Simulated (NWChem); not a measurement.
The numbers come from NWChem runs, not from measurements. System: H2B, charge 1, spin multiplicity 1, at the geometry of a parent with another charge or spin, in a state set for the comparison that need not be this species' ground state. Level: CCSD(T)/def2-TZVPD, 1 core orbitals frozen.

Input file:

```
start mol
memory heap 100 mb stack 700 mb global 1900 mb
charge 1
geometry units angstroms nocenter noautoz
  B      0.000000     0.000000     0.147828
  H      1.088215     0.000000    -0.369570
  H     -1.088215     0.000000    -0.369570
  symmetry group C2v
end
basis spherical
  * library def2-tzvpd
end
scf
  rhf
  nopen 0
  maxiter 100
  thresh 1e-7
  semidirect memsize 60000000 filesize 0
end
tce
  freeze core 1
  ccsd(t)
  2eorb
  2emet 13
  thresh 1e-6
  maxiter 100
  tilesize 24
end
task tce energy
```

Part of the output:

```
             Northwest Computational Chemistry Package (NWChem) 7.3.0
             --------------------------------------------------------

                                NWChem Input Module
                                -------------------

 Scaling coordinates for geometry "geometry" by  1.889725989
 (inverse scale =  0.529177249)

 Turning off AUTOSYM since
 SYMMETRY directive was detected!

                             Geometry "geometry" -> ""
                             -------------------------

 Output coordinates in angstroms (scale by  1.889725989 to convert to a.u.)

  No.       Tag          Charge          X              Y              Z
 ---- ---------------- ---------- -------------- -------------- --------------
    1 B                    5.0000     0.00000000     0.00000000     0.14782800
    2 H                    1.0000     1.08821500     0.00000000    -0.36957000
    3 H                    1.0000    -1.08821500     0.00000000    -0.36957000

 Effective nuclear repulsion energy (a.u.)       4.6348224837

            Nuclear Dipole moment (a.u.)
            ----------------------------
        X                 Y               Z
 ---------------- ---------------- ----------------
     0.0000000000     0.0000000000     0.0000000000

      Symmetry information
      --------------------

 Group name             C2v
 Group number             16
 Group order               4
 No. of unique centers     2

      Symmetry unique atoms

     1    2


 Summary of "ao basis" -> "" (spherical)
 ------------------------------------------------------------------------------
       Tag                 Description            Shells   Functions and Types
 ---------------- ------------------------------  ------  ---------------------
 *                         def2-tzvpd                 on all atoms

 Summary of "ao basis" -> "ao basis" (spherical)
 ------------------------------------------------------------------------------
       Tag                 Description            Shells   Functions and Types
 ---------------- ------------------------------  ------  ---------------------
 B                         def2-tzvpd               13       37   6s3p3d1f
 H                         def2-tzvpd                5        9   3s2p

                                 NWChem SCF Module
                                 -----------------

  ao basis        = "ao basis"
  functions       =    55
  atoms           =     3
  closed shells   =     3
  open shells     =     0
  charge          =   1.00
  wavefunction    = RHF
  use symmetry    = T
  symmetry adapt  = T

 Summary of "ao basis" -> "ao basis" (spherical)
 ------------------------------------------------------------------------------
       Tag                 Description            Shells   Functions and Types
 ---------------- ------------------------------  ------  ---------------------
 B                         def2-tzvpd               13       37   6s3p3d1f
 H                         def2-tzvpd                5        9   3s2p

      Symmetry analysis of basis
      --------------------------

        a1         24
        a2          6
        b1         15
        b2         10

 Forming initial guess at       0.1s

      Superposition of Atomic Density Guess
      -------------------------------------

 Sum of atomic energies:         -25.53433207

 Renormalizing density from       7.00 to      6

      Non-variational initial energy
      ------------------------------

 Total energy =     -22.754148
 1-e energy   =     -36.246962
 2-e energy   =       8.857992
 HOMO         =      -0.813968
 LUMO         =      -0.504084

      Symmetry analysis of molecular orbitals - initial
      -------------------------------------------------

  Numbering of irreducible representations:

     1 a1          2 a2          3 b1          4 b2

  Orbital symmetries:

     1 a1          2 a1          3 b1          4 a1          5 b2
     6 a1          7 a1          8 b1          9 b1         10 a1
    11 b2         12 a2         13 a1

 Starting SCF solution at       0.2s

 ----------------------------------------------
         Quadratically convergent ROHF

 Convergence threshold     :          1.000E-07
 Maximum no. of iterations :          100
 Final Fock-matrix accuracy:          1.000E-09
 ----------------------------------------------

              iter       energy          gnorm     gmax       time
             ----- ------------------- --------- --------- --------
                 1      -25.4273840530  6.76D-01  4.45D-01      0.2
                 2      -25.4425101318  6.94D-02  2.35D-02      0.2
                 3      -25.4433213758  1.55D-03  5.02D-04      0.2
                 4      -25.4433216106  5.21D-07  1.91D-07      0.3
                 5      -25.4433216106  9.49D-09  5.36D-09      0.3

       Final RHF  results
       ------------------

         Total SCF energy =    -25.443321610581
      One-electron energy =    -40.302077619523
      Two-electron energy =     10.223933525289
 Nuclear repulsion energy =      4.634822483653

        Time for solution =      0.1s

       Symmetry analysis of molecular orbitals - final
       -----------------------------------------------

  Numbering of irreducible representations:

     1 a1          2 a2          3 b1          4 b2

  Orbital symmetries:

     1 a1          2 a1          3 b1          4 a1          5 b2
     6 a1          7 b1          8 a1          9 b1         10 a1
    11 a2         12 a1         13 b2

             Final eigenvalues
             -----------------

              1
    1   -8.0679
    2   -1.0019
    3   -0.8574
    4   -0.2869
    5   -0.2416
    6   -0.1101
    7   -0.0440
    8   -0.0427
    9   -0.0295
   10   -0.0131
   11   -0.0125
   12   -0.0078
   13   -0.0061

                       ROHF Final Molecular Orbital Analysis
                       -------------------------------------

 Vector    2  Occ=2.000000D+00  E=-1.001894D+00  Symmetry=a1
              MO Center= -3.7D-15, -6.9D-17, -1.4D-01, r^2= 1.2D+00
   Bfn.  Coefficient  Atom+Function         Bfn.  Coefficient  Atom+Function
  ----- ------------  ---------------      ----- ------------  ---------------
     4      0.400775  1 B  s                  3      0.388687  1 B  s
     2     -0.204262  1 B  s                 39      0.150286  2 H  s
    48      0.150286  3 H  s

 Vector    3  Occ=2.000000D+00  E=-8.573516D-01  Symmetry=b1
              MO Center=  2.4D-14, -2.0D-18, -1.1D-01, r^2= 1.4D+00
   Bfn.  Coefficient  Atom+Function         Bfn.  Coefficient  Atom+Function
  ----- ------------  ---------------      ----- ------------  ---------------
     7      0.366820  1 B  px                10      0.290224  1 B  px
    39      0.204680  2 H  s                 48     -0.204680  3 H  s

 Vector    4  Occ=0.000000D+00  E=-2.868946D-01  Symmetry=a1
              MO Center=  1.7D-16, -1.5D-30,  5.4D-01, r^2= 1.8D+00
   Bfn.  Coefficient  Atom+Function         Bfn.  Coefficient  Atom+Function
  ----- ------------  ---------------      ----- ------------  ---------------
    12      0.386011  1 B  pz                 9      0.336162  1 B  pz
     4      0.269607  1 B  s                 15      0.247167  1 B  pz
     5      0.164175  1 B  s

 Vector    5  Occ=0.000000D+00  E=-2.416288D-01  Symmetry=b2
              MO Center=  6.9D-14, -9.7D-16,  1.5D-01, r^2= 2.2D+00
   Bfn.  Coefficient  Atom+Function         Bfn.  Coefficient  Atom+Function
  ----- ------------  ---------------      ----- ------------  ---------------
    11      0.426754  1 B  py                 8      0.360012  1 B  py
    14      0.355596  1 B  py

 Vector    6  Occ=0.000000D+00  E=-1.100529D-01  Symmetry=a1
              MO Center= -1.5D-14, -1.4D-16,  2.0D-01, r^2= 1.1D+01
   Bfn.  Coefficient  Atom+Function         Bfn.  Coefficient  Atom+Function
  ----- ------------  ---------------      ----- ------------  ---------------
     6      2.149053  1 B  s                  5     -1.822913  1 B  s
     4     -0.442847  1 B  s                 40      0.431472  2 H  s
    49      0.431472  3 H  s                  3     -0.171519  1 B  s

 center of mass
 --------------
 x =   0.00000000 y =   0.00000000 z =   0.12804627

 moments of inertia (a.u.)
 ------------------
           1.628718345441           0.000000000000           0.000000000000
           0.000000000000          10.152694189720           0.000000000000
           0.000000000000           0.000000000000           8.523975844279

  Mulliken analysis of the total density
  --------------------------------------

    Atom       Charge   Shell Charges
 -----------   ------   -------------------------------------------------------
    1 B    5     4.61   0.92  1.06  0.62  0.71  0.06 -0.00  0.60  0.55  0.04  0.02  0.02  0.00  0.00
    2 H    1     0.70   0.23  0.45  0.01  0.01 -0.00
    3 H    1     0.70   0.23  0.45  0.01  0.01 -0.00

       Multipole analysis of the density wrt the origin
       ------------------------------------------------

     L   x y z        total         open         nuclear
     -   - - -        -----         ----         -------
     0   0 0 0      1.000000      0.000000      7.000000

     1   1 0 0     -0.000000      0.000000      0.000000
     1   0 1 0      0.000000      0.000000      0.000000
     1   0 0 1      0.390929      0.000000      0.000000

     2   2 0 0     -3.183831      0.000000      8.457794
     2   1 1 0      0.000000      0.000000      0.000000
     2   1 0 1     -0.000000      0.000000      0.000000
     2   0 2 0     -3.348747      0.000000      0.000000
     2   0 1 1     -0.000000      0.000000      0.000000
     2   0 0 2     -2.700910      0.000000      1.365681

                   NWChem Extensible Many-Electron Theory Module
                   ---------------------------------------------


            General Information
            -------------------
      Number of processors :     1
         Wavefunction type : Restricted Hartree-Fock
          No. of electrons :     6
           Alpha electrons :     3
            Beta electrons :     3
           No. of orbitals :   110
            Alpha orbitals :    55
             Beta orbitals :    55
        Alpha frozen cores :     1
         Beta frozen cores :     1
     Alpha frozen virtuals :     0
      Beta frozen virtuals :     0
         Spin multiplicity : singlet
    Number of AO functions :    55
       Number of AO shells :    23
        Use of symmetry is : on
      Symmetry adaption is : on
         Schwarz screening : 0.10D-09

          Correlation Information
          -----------------------
          Calculation type : Coupled-cluster singles & doubles w/ perturbation
   Perturbative correction : (T)
            Max iterations :      100
        Residual threshold : 0.10D-05
     T(0) DIIS level shift : 0.00D+00
     L(0) DIIS level shift : 0.00D+00
     T(1) DIIS level shift : 0.00D+00
     L(1) DIIS level shift : 0.00D+00
     T(R) DIIS level shift : 0.00D+00
     T(I) DIIS level shift : 0.00D+00
   CC-T/L Amplitude update :  5-th order DIIS
                I/O scheme : Global Array Library
        L-threshold :  0.10D-05
        EOM-threshold :  0.10D-05
 no EOMCCSD initial starts read in
 TCE RESTART OPTIONS
 SLICE:      F
 D4D5:       F
 quantumc:   F
 qrotation:  F
 pwtce:      F
 qducc:      F
 nacto:                         0
 nrotv:                         0
 nrot:                          0

            Memory Information
            ------------------
          Available GA space size is     249033775 doubles
          Available MA space size is     104854172 doubles

 Maximum block size supplied by input
 Maximum block size        24 doubles

 tile_dim =     22

 -------------------------------------------------

 Global array virtual files algorithm will be used

 Parallel file system coherency ......... OK

 4-electron integrals stored in orbital form

 v2    file size   =           777616
 4-index algorithm nr.  13 is used
 imaxsize =       30
 imaxsize ichop =        0


CCSD iterations
 ---------------------------------------------------------
 Iter          Residuum       Correlation     Cpu    Wall
 ---------------------------------------------------------
    1   0.0984648456037  -0.0667311735415     0.1     0.1
    2   0.0326647969323  -0.0798236082029     0.1     0.1
    3   0.0128077599819  -0.0833302734115     0.1     0.1
    4   0.0056175124013  -0.0844920696999     0.1     0.1
    5   0.0027116425319  -0.0849284200208     0.1     0.1
    6   0.0004145778324  -0.0852687077138     0.1     0.1
    7   0.0001638166280  -0.0852600814729     0.1     0.1
    8   0.0000849768485  -0.0852600033151     0.1     0.1
    9   0.0000483221156  -0.0852600206371     0.1     0.1
   10   0.0000281778393  -0.0852602612002     0.1     0.1
   11   0.0000037170666  -0.0852607457398     0.1     0.1
   12   0.0000012846879  -0.0852609926893     0.1     0.1
   13   0.0000005667428  -0.0852610690684     0.1     0.1
 -----------------------------------------------------------------
 Iterations converged
 CCSD correlation energy / hartree =        -0.085261069068370
 CCSD total energy / hartree       =       -25.528582679649045

 Singles contributions

 Doubles contributions
 CCSD(T)
 Using plain CCSD(T) code
             total no. of tasks           80
 total no. of tasks / no. procs           80
                         wl_min          504           2.8
                         wl_max        10648           4.7
        thresh for no. of tasks           80

 CCSD[T]  correction energy / hartree =        -0.001040850767478
 CCSD[T] correlation energy / hartree =        -0.086301919835849
 CCSD[T] total energy / hartree       =       -25.529623530416522
 CCSD(T)  correction energy / hartree =        -0.001020076302295
 CCSD(T) correlation energy / hartree =        -0.086281145370666
 CCSD(T) total energy / hartree       =       -25.529602755951341

 Task  times  cpu:        3.5s     wall:        3.5s

 Total times  cpu:        3.6s     wall:        3.6s
```
